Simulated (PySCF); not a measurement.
## Two probes of the same atoms: core binding energy and nuclear shielding

Species: hexafluoropropylene, C₃F₆.
Atom-mapped SMILES: `[F:1][C:2]([F:3])=[C:4]([F:5])[C:6]([F:7])([F:8])[F:9]`

Cartesian coordinates in Å at the PBE0-D3(BJ)/def2-SVP level; atoms count from 1:
```xyz
9
C3F6 angstrom
F      2.0953    0.3334    0.0677
C      1.1575   -0.2586    0.7458
F      1.6132   -0.8415    1.8164
C     -0.1355   -0.2863    0.4125
F     -0.9952   -0.9234    1.1994
C     -0.7751    0.3472   -0.7868
F     -1.6481    1.2821   -0.4140
F     -1.4472   -0.5652   -1.4864
F      0.1270    0.9093   -1.5833
```

Binding energies: PySCF 2.14.0, delta-SCF UKS SCAN, pcX-2 on the ionised atom, pcseg-1 elsewhere, spin-free X2C. Shieldings: GIAO KT2/pcSseg-2, non-relativistic, same geometry.

```csv
atom,C 1s (eV)
C2,296.70
C4,294.41
C6,299.29
```

**Question.** What are the absolute isotropic shieldings of these atoms?

**Answer.** 
```csv
atom,environment,C 1s (eV),isotropic shielding (ppm)
C4,vinylic C–F carbon,294.41,57.6
C2,=CF2 carbon,296.70,20.8
C6,CF3 carbon,299.29,52.4
```

**Question.** Among the listed atoms, is the one with the highest binding energy also the least shielded?

**Answer.** No. The highest binding energy is at C6 (299.29 eV, shielding 52.4 ppm), the lowest shielding at C2 (20.8 ppm, 296.70 eV).

By binding energy: C4 < C2 < C6. By shielding: C2 < C6 < C4.

Geometry: PBE0-D3(BJ)/def2-SVP; no solvent, vibrations or thermal averaging.
